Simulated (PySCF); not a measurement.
SMILES N[SiH2][SiH2]c1ccccc1 (GFN2-xTB optimised geometry):

```
20

N     -1.823    -0.903    -3.150
Si    -2.467    -2.191    -2.202
Si    -1.576    -1.940    -0.087
C     -0.581    -0.335     0.000
C     -1.231     0.896    -0.007
C     -0.522     2.083    -0.007
C      0.863     2.061    -0.004
C      1.528     0.847     0.000
C      0.810    -0.335     0.000
H     -1.736     0.017    -2.751
H     -2.064    -0.831    -4.125
H     -2.061    -3.398    -2.931
H     -3.945    -2.224    -2.178
H     -0.680    -3.028     0.330
H     -2.609    -1.847     0.959
H     -2.313     0.922    -0.006
H     -1.048     3.028    -0.010
H      1.420     2.987    -0.005
H      2.609     0.824     0.003
H      1.337    -1.279     0.004
```

Level of theory: PySCF with PBE/def2-SVP.

Question: What are the frontier orbital energies and the dipole moment?

Answer: HOMO-2 -6.43 eV, HOMO-1 -6.24 eV, HOMO -5.51 eV, LUMO -1.46 eV, LUMO+1 -1.22 eV; dipole moment 1.75 D.

Meta-Löwdin charges at PBE/def2-SVP: N1 -0.65, Si2 0.46, Si3 0.31, C4 -0.19, C5 -0.11, C6 -0.11, C7 -0.10, C8 -0.10, C9 -0.10, H10 0.21, H11 0.21, H12 -0.09, H13 -0.12, H14 -0.07, H15 -0.08, H16 0.10, H17 0.11, H18 0.11, H19 0.11, H20 0.10.
